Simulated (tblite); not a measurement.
C4H13N2PSi2.
SMILES with atom numbers: `[CH3:1][SiH2:2][C@H:3]([C:4]#[N:5])[CH2:6][NH:7][SiH2:8][PH2:9]` (hydrogens: H10, H11, H12 on C1; H13, H14 on Si2; H15 on C3; H16, H17 on C6; H18 on N7; H19, H20 on Si8; H21, H22 on P9)

Computed with GFN2-xTB (tblite), gas phase: L-BFGS steps from a force-field or distance-geometry start until the largest atomic force falls under 0.01 eV/Å.

Step 58: E = -734.4895 eV
```
atom  x, y, z in Å  |  force x, y, z in eV/Å
C1     -1.7031    1.2972    0.5954    0.010   0.087   0.006
Si2    -2.1247   -0.5367    0.3793    0.023   0.077   0.021
C3     -1.1455   -1.2879   -1.1046   -0.016  -0.015  -0.038
C4     -1.5911   -2.6324   -1.3015    0.046   0.046   0.027
N5     -1.9320   -3.7171   -1.4315   -0.039  -0.043  -0.012
C6      0.3785   -1.2780   -0.9321   -0.011   0.005   0.005
N7      0.8764    0.0683   -0.8086    0.012  -0.045  -0.023
Si8     2.3906    0.4529   -0.1040    0.004   0.008   0.033
P9      2.5789    2.6549   -0.4662   -0.018   0.001  -0.008
H10    -0.6536    1.4528    0.8300   -0.012  -0.029  -0.003
H11    -2.2888    1.7266    1.4037   -0.002  -0.036  -0.023
H12    -1.9236    1.8705   -0.3022   -0.004  -0.013   0.009
H13    -1.7990   -1.3105    1.5759    0.034  -0.046   0.049
H14    -3.5435   -0.6852    0.0379   -0.031  -0.020  -0.008
H15    -1.3983   -0.7233   -2.0091    0.007  -0.002  -0.024
H16     0.6553   -1.8265   -0.0277    0.009   0.046  -0.034
H17     0.8430   -1.7989   -1.7859   -0.003   0.023   0.042
H18     0.5395    0.6632   -1.5532    0.012  -0.014  -0.029
H19     3.5793   -0.1969   -0.6773    0.013  -0.032  -0.029
H20     2.3132    0.0806    1.3136   -0.028  -0.026   0.016
H21     3.8747    2.7130    0.0009    0.010   0.008  -0.004
H22     2.0633    3.0326    0.7556   -0.016   0.021   0.025
```

Step 59: E = -734.4907 eV
```
atom  x, y, z in Å  |  force x, y, z in eV/Å
C1     -1.6978    1.2982    0.5929    0.018   0.068  -0.001
Si2    -2.1178   -0.5367    0.3813   -0.002   0.080   0.054
C3     -1.1450   -1.2909   -1.1050   -0.033   0.008  -0.025
C4     -1.5930   -2.6338   -1.2987    0.038  -0.017   0.034
N5     -1.9361   -3.7185   -1.4256   -0.034  -0.025  -0.012
C6      0.3801   -1.2789   -0.9424   -0.024   0.003  -0.007
N7      0.8764    0.0675   -0.8184    0.038  -0.034  -0.021
Si8     2.3837    0.4526   -0.0981    0.000   0.012   0.035
P9      2.5691    2.6557   -0.4590   -0.012   0.012   0.018
H10    -0.6475    1.4549    0.8200    0.008  -0.024   0.006
H11    -2.2785    1.7280    1.4038   -0.013  -0.032  -0.010
H12    -1.9235    1.8696   -0.3038   -0.013  -0.002  -0.010
H13    -1.7917   -1.3060    1.5819    0.038  -0.042   0.031
H14    -3.5403   -0.6820    0.0501   -0.013  -0.026  -0.014
H15    -1.4077   -0.7285   -2.0072    0.021   0.020  -0.046
H16     0.6630   -1.8311   -0.0424    0.010   0.051  -0.029
H17     0.8394   -1.7951   -1.8014    0.000   0.010   0.036
H18     0.5477    0.6597   -1.5693    0.016  -0.020  -0.015
H19     3.5822   -0.1978   -0.6520   -0.001  -0.024  -0.033
H20     2.2886    0.0790    1.3182   -0.029  -0.022   0.017
H21     3.8707    2.7190   -0.0063   -0.005  -0.003  -0.011
H22     2.0676    3.0345    0.7697   -0.011   0.008   0.002
```

Step 60: E = -734.4918 eV
```
atom  x, y, z in Å  |  force x, y, z in eV/Å
C1     -1.6933    1.3001    0.5907    0.019   0.024  -0.009
Si2    -2.1118   -0.5355    0.3840   -0.023   0.051   0.070
C3     -1.1450   -1.2935   -1.1056   -0.041   0.033   0.000
C4     -1.5940   -2.6357   -1.2957    0.018  -0.069   0.032
N5     -1.9407   -3.7197   -1.4209   -0.021   0.001  -0.008
C6      0.3811   -1.2794   -0.9515   -0.032   0.009  -0.017
N7      0.8774    0.0665   -0.8277    0.053  -0.008  -0.022
Si8     2.3780    0.4523   -0.0925   -0.001   0.011   0.029
P9      2.5603    2.6568   -0.4521   -0.007   0.014   0.036
H10    -0.6426    1.4563    0.8118    0.034  -0.010   0.014
H11    -2.2705    1.7284    1.4036   -0.025  -0.014   0.011
H12    -1.9239    1.8688   -0.3053   -0.019   0.017  -0.031
H13    -1.7849   -1.3021    1.5880    0.038  -0.028   0.003
H14    -3.5379   -0.6794    0.0611    0.013  -0.028  -0.015
H15    -1.4159   -0.7327   -2.0060    0.032   0.031  -0.059
H16     0.6700   -1.8340   -0.0555    0.010   0.045  -0.008
H17     0.8369   -1.7913   -1.8138    0.002  -0.011   0.015
H18     0.5577    0.6554   -1.5855    0.019  -0.024   0.000
H19     3.5841   -0.1999   -0.6309   -0.017  -0.012  -0.031
H20     2.2664    0.0762    1.3219   -0.028  -0.017   0.018
H21     3.8667    2.7254   -0.0123   -0.013  -0.013  -0.016
H22     2.0714    3.0363    0.7824   -0.010  -0.002  -0.012
```

**Question.** Estimate the geometry and energy of step 61. (The exact step hangs on the optimiser's Hessian estimate; all steps are aligned on step 60, rigid shifts and turns removed.)

**Answer.** E = -734.4929 eV, largest force 0.090 eV/Å
```
atom  x, y, z in Å  |  force x, y, z in eV/Å
C1     -1.6882    1.3026    0.5883    0.015  -0.017  -0.011
Si2    -2.1063   -0.5334    0.3876   -0.032   0.005   0.060
C3     -1.1461   -1.2956   -1.1067   -0.037   0.044   0.022
C4     -1.5946   -2.6386   -1.2922   -0.007  -0.086   0.024
N5     -1.9455   -3.7216   -1.4164   -0.003   0.028  -0.001
C6      0.3813   -1.2798   -0.9604   -0.029   0.012  -0.020
N7      0.8790    0.0652   -0.8361    0.059   0.016  -0.018
Si8     2.3724    0.4524   -0.0860   -0.002   0.002   0.016
P9      2.5517    2.6581   -0.4451   -0.002   0.011   0.042
H10    -0.6365    1.4572    0.8037    0.045   0.008   0.018
H11    -2.2625    1.7285    1.4036   -0.026   0.008   0.024
H12    -1.9243    1.8685   -0.3074   -0.018   0.031  -0.038
H13    -1.7771   -1.2993    1.5934    0.035  -0.010  -0.025
H14    -3.5353   -0.6775    0.0710    0.036  -0.028  -0.012
H15    -1.4231   -0.7365   -2.0065    0.037   0.028  -0.053
H16     0.6764   -1.8365   -0.0686    0.003   0.035   0.013
H17     0.8346   -1.7873   -1.8257   -0.005  -0.030  -0.004
H18     0.5667    0.6515   -1.5992    0.022  -0.019   0.009
H19     3.5846   -0.2024   -0.6117   -0.036   0.004  -0.023
H20     2.2447    0.0743    1.3267   -0.024  -0.011   0.015
H21     3.8627    2.7309   -0.0187   -0.022  -0.020  -0.017
H22     2.0749    3.0388    0.7943   -0.009  -0.009  -0.018
```

The energy changes by -0.0011 eV. The first-order estimate −F·Δx gives -0.0015 eV and the mean of the old and new forces, exact on a quadratic surface, -0.0011 eV. The step makes an angle of 82° with the force vector and moves no atom by more than 0.022 Å.

The cost below is that of the whole relaxation. On one thread, Arm Neoverse V1 (aarch64) (shared host), this took 2.0 s.
